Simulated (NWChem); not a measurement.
System meant: CH5FSi; SMILES FC[SiH3]

Input file for NWChem:

```
start job
memory heap 200 mb stack 900 mb global 1100 mb
geometry units angstroms noautoz
  F     -0.418908     1.623901     0.000000
  C      0.615566     0.689004     0.000000
  Si    -0.117440    -1.078053     0.000000
  H      1.258818     0.849902    -0.895950
  H      1.258818     0.849902     0.895950
  H     -0.964479    -1.272114     1.224735
  H     -0.964479    -1.272114    -1.224735
  H      1.007402    -2.078930     0.000000
end
basis spherical
  * library def2-svp
end
dft
  odft
  mult 2
  xc b3lyp
  iterations 150
  mulliken
end
task dft energy
```

End of the output:

```
                                 NWChem DFT Module
                                 -----------------

 Summary of "ao basis" -> "ao basis" (spherical)
 ------------------------------------------------------------------------------
       Tag                 Description            Shells   Functions and Types
 ---------------- ------------------------------  ------  ---------------------
 F                          def2-svp                 6       14   3s2p1d
 C                          def2-svp                 6       14   3s2p1d
 Si                         def2-svp                 8       18   4s3p1d
 H                          def2-svp                 3        5   2s1p

 Summary of "ao basis" -> "ao basis" (spherical)
 ------------------------------------------------------------------------------
       Tag                 Description            Shells   Functions and Types
 ---------------- ------------------------------  ------  ---------------------
 F                          def2-svp                 6       14   3s2p1d
 C                          def2-svp                 6       14   3s2p1d
 Si                         def2-svp                 8       18   4s3p1d
 H                          def2-svp                 3        5   2s1p

      Symmetry analysis of basis
      --------------------------

        a'         47
        a"         24

  number of electrons :                   34
  multiplicity        :                    2
 ------------------------------------------------------------------------
  no. of electrons and multiplicity not compatible                  34
 ------------------------------------------------------------------------
 ------------------------------------------------------------------------
  current input line :
    23: task dft energy
 ------------------------------------------------------------------------
 ------------------------------------------------------------------------
 There is an error in the input file
 ------------------------------------------------------------------------
 For more information see the NWChem manual at https://nwchemgit.github.io

0: no. of electrons and multiplicity not compatible:Received an Error in Communication
```

Find the fault in this run and fix the input.

The program refused the input. Cause: the multiplicity doesn't fit the number of electrons (an even count wants an odd multiplicity, and the reverse). This input runs:
```
start job
memory heap 200 mb stack 900 mb global 1100 mb
geometry units angstroms noautoz
  F     -0.418908     1.623901     0.000000
  C      0.615566     0.689004     0.000000
  Si    -0.117440    -1.078053     0.000000
  H      1.258818     0.849902    -0.895950
  H      1.258818     0.849902     0.895950
  H     -0.964479    -1.272114     1.224735
  H     -0.964479    -1.272114    -1.224735
  H      1.007402    -2.078930     0.000000
end
basis spherical
  F library def2-svp
  C library def2-svp
  Si library def2-svp
  H library def2-svp
end
dft
  xc b3lyp
  iterations 150
  mulliken
end
task dft energy
```
It converges to -430.24736 Ha (B3LYP/def2-SVP).
